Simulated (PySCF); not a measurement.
C₇H₇ (SMILES [CH]1C2C=CC1C=C2), doublet, at a GFN2-xTB geometry; PySCF with HF/STO-3G.

The PySCF input:
```python
from pyscf import gto, scf

mol = gto.Mole()
mol.atom = '''
    C    -0.89778043    0.15488425    0.97499411
    C     0.46716380   -0.48685912    0.94638473
    C     0.18622297   -1.42099308   -0.23235430
    C    -0.61151819   -0.76617072   -1.07094200
    C    -0.87271838    0.61297734   -0.46210311
    C     0.47160366    1.32455472   -0.46460967
    C     1.26622321    0.67229473    0.37069659
    H    -1.75834957   -0.28649947    1.44898567
    H     0.85657718   -0.95333849    1.84522476
    H     0.59435134   -2.41031444   -0.32200658
    H    -1.01378264   -1.09028466   -2.01248144
    H    -1.71921612    1.16099023   -0.86245625
    H     0.68949360    2.17690191   -1.07908083
    H     2.29574645    0.85841625    0.60941658
'''
mol.basis = 'sto-3g'
mol.spin = 1
mol.verbose = 4
mol.build()

mf = scf.UHF(mol)
mf.kernel()
mf.analyze()
```

Q: Write the output that PySCF gives for this input, abridged.

A: 
```
PySCF version 2.14.0

[INPUT] verbose = 4
[INPUT] num. atoms = 14
[INPUT] num. electrons = 49
[INPUT] charge = 0
[INPUT] spin (= nelec alpha-beta = 2S) = 1
[INPUT] symmetry False subgroup None
[INPUT] Mole.unit = angstrom
[INPUT] Symbol           X                Y                Z      unit          X                Y                Z       unit  Magmom
[INPUT]  1 C     -0.897780430000   0.154884250000   0.974994110000 AA   -1.696559132694   0.292688813509   1.842471840964 Bohr   0.0
[INPUT]  2 C      0.467163800000  -0.486859120000   0.946384730000 AA    0.882811637311  -0.920030398047   1.788407948170 Bohr   0.0
[INPUT]  3 C      0.186222970000  -1.420993080000  -0.232354300000 AA    0.351910411403  -2.685287746102  -0.439085990865 Bohr   0.0
[INPUT]  4 C     -0.611518190000  -0.766170720000  -1.070942000000 AA   -1.155601899290  -1.447852825461  -2.023787075294 Bohr   0.0
[INPUT]  5 C     -0.872718380000   0.612977340000  -0.462103110000 AA   -1.649198722074   1.158359293164  -0.873248319210 Bohr   0.0
[INPUT]  6 C      0.471603660000   1.324554720000  -0.464609670000 AA    0.891201756742   2.503045657800  -0.877985031125 Bohr   0.0
[INPUT]  7 C      1.266223210000   0.672294730000   0.370696590000 AA    2.392815079468   1.270452914688   0.700515030410 Bohr   0.0
[INPUT]  8 H     -1.758349570000  -0.286499470000   1.448985670000 AA   -3.322799118547  -0.541405533133   2.738186074719 Bohr   0.0
[INPUT]  9 H      0.856577180000  -0.953338490000   1.845224760000 AA    1.618696274752  -1.801548650106   3.486969434666 Bohr   0.0
[INPUT] 10 H      0.594351340000  -2.410314440000  -0.322006580000 AA    1.123161254368  -4.554834165684  -0.608504246508 Bohr   0.0
[INPUT] 11 H     -1.013782640000  -1.090284660000  -2.012481440000 AA   -1.915771539439  -2.060339405215  -3.803038752370 Bohr   0.0
[INPUT] 12 H     -1.719216120000   1.160990230000  -0.862456250000 AA   -3.248847615737   2.193953567996  -1.629806106919 Bohr   0.0
[INPUT] 13 H      0.689493600000   2.176901910000  -1.079080830000 AA    1.302954068640   4.113748409943  -2.039167234968 Bohr   0.0
[INPUT] 14 H      2.295746450000   0.858416250000   0.609416580000 AA    4.338332041942   1.622171613376   1.151630431969 Bohr   0.0

nuclear repulsion = 279.889009401436
number of shells = 28
number of NR pGTOs = 126
number of NR cGTOs = 42
basis = sto-3g
ecp = {}

******** <class 'pyscf.scf.uhf.UHF'> ********
method = UHF
initial guess = minao
damping factor = 0
level_shift factor = 0
DIIS = <class 'pyscf.scf.diis.CDIIS'>
diis_start_cycle = 1
diis_space = 8
diis_damp = 0
SCF conv_tol = 1e-09
SCF conv_tol_grad = None
SCF max_cycles = 50
direct_scf = True
direct_scf_tol = 1e-13
number electrons alpha = 25  beta = 24
Set gradient conv threshold to 3.16228e-05
init E= -268.147404473172

cycle= 1 E= -265.699458073441  delta_E= 2.45  |g|= 0.247  |ddm|= 3.61
cycle= 2 E= -265.763164352856  delta_E= -0.0637  |g|= 0.0794  |ddm|= 0.481
cycle= 3 E= -265.77132933684  delta_E= -0.00816  |g|= 0.0246  |ddm|= 0.182
cycle= 4 E= -265.772266396865  delta_E= -0.000937  |g|= 0.0111  |ddm|= 0.0536
cycle= 5 E= -265.772526947868  delta_E= -0.000261  |g|= 0.00386  |ddm|= 0.0372
cycle= 6 E= -265.772555553272  delta_E= -2.86e-05  |g|= 0.00155  |ddm|= 0.0125
cycle= 7 E= -265.77256047412  delta_E= -4.92e-06  |g|= 0.000534  |ddm|= 0.00541
cycle= 8 E= -265.772561086989  delta_E= -6.13e-07  |g|= 0.000191  |ddm|= 0.00194
cycle= 9 E= -265.772561165344  delta_E= -7.84e-08  |g|= 4.96e-05  |ddm|= 0.000794
cycle= 10 E= -265.772561170198  delta_E= -4.85e-09  |g|= 1.59e-05  |ddm|= 0.000172
cycle= 11 E= -265.772561170687  delta_E= -4.9e-10  |g|= 4.64e-06  |ddm|= 5.64e-05
Extra cycle  E= -265.772561170717  delta_E= -2.92e-11  |g|= 2.55e-06  |ddm|= 8.94e-06
converged SCF energy = -265.772561170717  <S^2> = 0.76227331  2S+1 = 2.0122359
**** SCF Summaries ****
Total Energy =                        -265.772561170716699
Nuclear Repulsion Energy =             279.889009401436397
One-electron Energy =                 -915.528231588006634
Two-electron Energy =                  369.866661015853595
Two-electron Coulomb Energy =          408.821186970467238
DFT Exchange-Correlation Energy =      -38.954525954613644
**** MO energy ****
                             alpha | beta                alpha | beta
MO #1   energy= -11.0455224712896  | -11.0483777565041  occ= 1 | 1
MO #2   energy= -11.0453711919628  | -11.0482226231247  occ= 1 | 1
MO #3   energy= -11.0124876775021  | -11.0090289106347  occ= 1 | 1
MO #4   energy= -11.0107761637393  | -11.0082721325369  occ= 1 | 1
MO #5   energy= -11.0098699169837  | -11.0081318388987  occ= 1 | 1
MO #6   energy= -11.0087173051148  | -11.0073411449112  occ= 1 | 1
MO #7   energy= -11.0077765419008  | -10.9814606908246  occ= 1 | 1
MO #8   energy= -1.15432029729589  | -1.13875681335837  occ= 1 | 1
MO #9   energy= -0.96692663080977  | -0.962037517035412 occ= 1 | 1
MO #10  energy= -0.918727647272199 | -0.919857225451359 occ= 1 | 1
MO #11  energy= -0.901645136321937 | -0.856024233699065 occ= 1 | 1
MO #12  energy= -0.721370096049097 | -0.714939600868458 occ= 1 | 1
MO #13  energy= -0.717425911061246 | -0.693660100661087 occ= 1 | 1
MO #14  energy= -0.672175922738211 | -0.663519092030179 occ= 1 | 1
MO #15  energy= -0.650680501661298 | -0.648029911517886 occ= 1 | 1
MO #16  energy= -0.603828153177363 | -0.582458991067509 occ= 1 | 1
MO #17  energy= -0.524135422122587 | -0.511447331078457 occ= 1 | 1
MO #18  energy= -0.500461234500991 | -0.485471578860983 occ= 1 | 1
MO #19  energy= -0.476914096199543 | -0.477028362468767 occ= 1 | 1
MO #20  energy= -0.47389910585655  | -0.472069326232761 occ= 1 | 1
MO #21  energy= -0.433120063496034 | -0.419280699127567 occ= 1 | 1
MO #22  energy= -0.410429470217762 | -0.408319475267763 occ= 1 | 1
MO #23  energy= -0.341424896982795 | -0.299366847326974 occ= 1 | 1
MO #24  energy= -0.292953495743215 | -0.272439708197876 occ= 1 | 1
MO #25  energy= -0.258407128933059 | 0.297713183074209  occ= 1 | 0
MO #26  energy= 0.288318059782365  | 0.326733086067927  occ= 0 | 0
MO #27  energy= 0.357115271520957  | 0.358102904364603  occ= 0 | 0
MO #28  energy= 0.587731034122821  | 0.599340485995982  occ= 0 | 0
MO #29  energy= 0.604912989824524  | 0.606233360343101  occ= 0 | 0
MO #30  energy= 0.623999179929131  | 0.631677650680242  occ= 0 | 0
MO #31  energy= 0.651529720680513  | 0.671059181880611  occ= 0 | 0
MO #32  energy= 0.676770210229799  | 0.685796197079185  occ= 0 | 0
MO #33  energy= 0.684604969033966  | 0.694510240151118  occ= 0 | 0

To work with the spin densities directly, `use mulliken_meta_spin()` only printing them here.

 ** Mulliken spin pop alpha/beta on meta-lowdin orthogonal AOs **
 ** Mulliken Spin Density (per AO)  **
spin_pop of  0 C 1s       -0.00003
spin_pop of  0 C 2s        0.12466
spin_pop of  0 C 2px       0.06377
spin_pop of  0 C 2py       0.62835
spin_pop of  0 C 2pz       0.28595
spin_pop of  1 C 1s        0.00000
spin_pop of  1 C 2s       -0.01370
spin_pop of  1 C 2px      -0.03865
spin_pop of  1 C 2py      -0.01882
spin_pop of  1 C 2pz      -0.01190
spin_pop of  2 C 1s        0.00000
spin_pop of  2 C 2s        0.01010
spin_pop of  2 C 2px      -0.00087
spin_pop of  2 C 2py       0.00290
spin_pop of  2 C 2pz       0.02835
spin_pop of  3 C 1s        0.00000
spin_pop of  3 C 2s        0.01010
spin_pop of  3 C 2px       0.01101
spin_pop of  3 C 2py       0.01068
spin_pop of  3 C 2pz       0.00870
spin_pop of  4 C 1s        0.00000
spin_pop of  4 C 2s       -0.01370
spin_pop of  4 C 2px      -0.00682
spin_pop of  4 C 2py      -0.01640
spin_pop of  4 C 2pz      -0.04615
spin_pop of  5 C 1s        0.00000
spin_pop of  5 C 2s        0.00234
spin_pop of  5 C 2px       0.00842
spin_pop of  5 C 2py       0.00004
spin_pop of  5 C 2pz      -0.00015
spin_pop of  6 C 1s        0.00000
spin_pop of  6 C 2s        0.00234
spin_pop of  6 C 2px       0.00274
spin_pop of  6 C 2py       0.00152
spin_pop of  6 C 2pz       0.00405
spin_pop of  7 H 1s       -0.04801
spin_pop of  8 H 1s        0.00553
spin_pop of  9 H 1s       -0.00005
spin_pop of  10 H 1s       -0.00005
spin_pop of  11 H 1s        0.00553
spin_pop of  12 H 1s       -0.00089
spin_pop of  13 H 1s       -0.00089
 ** Mulliken Spin Density (per atom)  **
spin density of  0 C =      1.10270
spin density of  1 C =     -0.08307
spin density of  2 C =      0.04049
spin density of  3 C =      0.04049
spin density of  4 C =     -0.08307
spin density of  5 C =      0.01065
spin density of  6 C =      0.01065
spin density of  7 H =     -0.04801
spin density of  8 H =      0.00553
spin density of  9 H =     -0.00005
spin density of  10 H =     -0.00005
spin density of  11 H =      0.00553
spin density of  12 H =     -0.00089
spin density of  13 H =     -0.00089
 ** Mulliken pop alpha/beta on meta-lowdin orthogonal AOs **
 ** Mulliken pop       alpha | beta **
In total            25.00000 | 24.00000
 ** Mulliken atomic charges   ( Nelec_alpha | Nelec_beta ) **
charge of  0C =     -0.00767  (     3.55519      2.45249 )
charge of  1C =     -0.01775  (     2.96734      3.05041 )
charge of  2C =     -0.04817  (     3.04433      3.00384 )
charge of  3C =     -0.04817  (     3.04433      3.00384 )
charge of  4C =     -0.01775  (     2.96734      3.05041 )
charge of  5C =     -0.04762  (     3.02913      3.01849 )
charge of  6C =     -0.04762  (     3.02913      3.01849 )
charge of  7H =      0.02678  (     0.46260      0.51061 )
charge of  8H =      0.02993  (     0.48780      0.48227 )
charge of  9H =      0.03693  (     0.48151      0.48156 )
charge of  10H =      0.03693  (     0.48151      0.48156 )
charge of  11H =      0.02993  (     0.48780      0.48227 )
charge of  12H =      0.03712  (     0.48100      0.48188 )
charge of  13H =      0.03712  (     0.48100      0.48188 )
Dipole moment(X, Y, Z, Debye): -0.09839, -0.24461, -0.09741
```
